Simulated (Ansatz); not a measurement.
C₂H₅FN₂Si (`NC1=C([SiH2]F)N1`) at its PBE0-D4/def2-TZVP geometry, where that method's forces vanish. Charge 0, multiplicity 1.

```xyz
11

N    -2.0020   -0.4774   -0.9107
C    -0.7073   -0.3872   -0.6351
C     0.3130   -0.0809    0.1121
Si    1.3202    0.8517    1.2649
F     2.1181   -0.1109    2.2707
N     0.4648   -0.7237   -1.3388
H    -2.6674    0.0119   -0.3380
H    -2.2704   -0.7041   -1.8527
H     2.3582    1.6424    0.5635
H     0.4262    1.7028    2.0880
H     0.6465   -1.7246   -1.2241
```

What forces (eV/Å) does B3LYP-D4/def2-TZVPP give on these atoms in the Gaussian-basis code of Ansatz? (Best estimate.)

The calculation gave: 
```
N1  -0.208 -0.013 -0.032
C2   0.156  0.084  0.167
C3  -0.110  0.146  0.292
Si4 -0.072  0.229 -0.095
F5   0.099 -0.118  0.121
N6   0.175 -0.250 -0.381
H7  -0.032  0.001 -0.012
H8  -0.031  0.003 -0.009
H9  -0.064 -0.045  0.046
H10  0.059 -0.045 -0.047
H11  0.028  0.008 -0.050
```

B3LYP here is the variant with VWN-RPA as its local correlation; programs differ in this.
